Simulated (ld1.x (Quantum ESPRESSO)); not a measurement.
# What one change does to a pseudopotential (Mn (Z = 25), TM)

Mn, norm-conserving Troullier–Martins (Kleinman–Bylander form), made with ld1.x (Quantum ESPRESSO) 7.5 (PBE, scalar-relativistic). Core [Ne], reference 3s2 3p6 3d6 4s1 4p0. Waves: 3s (bound): rc 1.15 bohr; 3p (bound): rc 0.90 bohr; 3d (bound): rc 1.40 bohr. Local part: all-electron potential smoothed inside 1.25 bohr (lloc = -1). Core correction: none.

Occupied shells without a wave of their own: 4s. They enter only through the test configuration that unscreens the potential.

All-electron outer shells of the reference configuration (PBE, scalar-relativistic, ld1.x):

| shell | level (eV) | outermost node (bohr) | outermost maximum (bohr) |
| --- | --- | --- | --- |
| 2s | -739.19 | 0.08 | 0.23 |
| 2p | -625.48 | – | 0.19 |
| 3s | -81.62 | 0.34 | 0.74 |
| 3p | -50.47 | 0.31 | 0.75 |
| 4s | -4.13 | 1.06 | 2.63 |
| 3d | -3.37 | – | 0.77 |
| 4p | -0.93 | 1.18 | 3.83 |

Change: all radii scaled by about 0.89 (s 1.02, p 0.80, d 1.24 bohr); local potential all-electron potential smoothed inside 1.12 bohr (lloc = -1).

Cutoffs: the cutoffs (Ry, on a coarse ladder) from which the occupation-weighted sum of valence levels, in a spherical-Bessel basis at the reference potential, stays within 10 and 1 mRy of its value at 400 Ry; they do not see the model core or the augmentation charge, which bear on the density cutoff. Errors are all-electron minus pseudo energies relative to the spin-unpolarised reference configuration.

Problem. What does the change do?

Solution. The potential gets neither clearly harder nor softer (140 Ry and 230 Ry → 140 Ry and 260 Ry); the d channel sets the loose cutoff, while the largest relative change is in s, which becomes harder; of the 7 tests that both files solve, the error grows in 6 and shrinks in 0 by more than 15 % and 0.3 meV (median size 19.3 → 58.0 meV); neither file shows a bound ghost. That the errors move this way runs against the usual rule that smaller radii transfer better.

| quantity | base | changed |
| --- | --- | --- |
| cutoff, loose | 140 Ry | 140 Ry |
| cutoff, tight | 230 Ry | 260 Ry |
| loose cutoff by channel (10 mRy a level) | s 60 Ry, p 80 Ry, d 100 Ry | s 110 Ry, p 90 Ry, d 120 Ry |
| bound ghosts | none | none |
| error for 3s2 3p6 3d5 4s2 4p0, meV [ΔE 0.36 eV] | -33 | +58 |
| error for 3s2 3p6 3d5 4s1 4p0, meV [ΔE 8.77 eV] | -0.2 | +0.8 |
| error for 3s2 3p6 3d5 4s0 4p0, meV [ΔE 24.37 eV] | +55 | -95 |
| error for 3s2 3p6 3d5 4s1 4p1, meV [ΔE 4.22 eV] | +3.6 | -4.1 |
| error for 3s2 3p6 3d4 4s0 4p0, meV [ΔE 56.89 eV] | +86 | -142 |
| error for 3s2 3p6 3d5.5 4s1.5 4p0, meV [ΔE -0.12 eV] | -15 | +24 |
| error for 3s2 3p6 3d4 4s2 4p1, meV [ΔE 8.16 eV] | -19 | +96 |
